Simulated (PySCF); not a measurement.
Nb(Cl)4(Me) (CH3Cl4Nb), SMILES [CH3][Nb]([Cl])([Cl])([Cl])[Cl], multiplicity 1.

The structure is a stationary point at B3LYP-D3(BJ)/def2-SVP. The spin state was assumed, not searched. The structure was generated by enumeration; whether it is a known compound was not checked. The def2 effective core potentials stand for the cores of Nb; spin–orbit coupling is left out.

Level of theory: TDA-LC-ωPBE/def2-SVPD run with PySCF 2.14.0.

Vertical excitations.  State labels are in the subgroup Cs.

Task: Estimate the UV-visible absorptions. (Estimate from the structure and the level; the computed values follow.)

Result: 
| state | symmetry | energy (eV) | λ (nm) | f | main pairs |
|---|---|---|---|---|---|
| S1 | A" | 3.52 | 352 | 0.000 | HOMO→LUMO 89 % |
| S2 | A" | 3.54 | 351 | 0.018 | HOMO→LUMO+1 79 % |
| S3 | A' | 4.18 | 297 | 0.002 | HOMO→LUMO+2 68 %, HOMO−2→LUMO 12 % |
| S4 | A' | 4.30 | 289 | 0.002 | HOMO−1→LUMO+1 70 %, HOMO−1→LUMO 20 % |
| S5 | A' | 4.43 | 280 | 0.005 | HOMO−2→LUMO+1 44 %, HOMO−1→LUMO 40 %, HOMO−1→LUMO+1 9 % |
| S6 | A' | 4.53 | 274 | 0.031 | HOMO−2→LUMO 57 %, HOMO−2→LUMO+1 16 %, HOMO→LUMO+2 9 % |
| S7 | A" | 4.56 | 272 | 0.000 | HOMO−3→LUMO+1 93 % |
| S8 | A' | 4.63 | 268 | 0.017 | HOMO−2→LUMO+1 26 %, HOMO−4→LUMO+1 25 %, HOMO−1→LUMO 21 %, HOMO−2→LUMO 16 % |
| S9 | A" | 4.72 | 262 | 0.022 | HOMO−3→LUMO 67 %, HOMO−5→LUMO+1 22 % |
| S10 | A' | 4.92 | 252 | 0.003 | HOMO−4→LUMO 90 % |
| T1 | A" | 3.03 | 409 | 0 | HOMO→LUMO+1 83 % |
| T2 | A" | 3.27 | 379 | 0 | HOMO→LUMO 87 % |
| T3 | A' | 3.74 | 331 | 0 | HOMO→LUMO+2 79 % |
| T4 | A' | 3.88 | 320 | 0 | HOMO−1→LUMO 66 %, HOMO−1→LUMO+1 18 %, HOMO−2→LUMO+1 11 % |
Triplets are in the Tamm–Dancoff approximation.
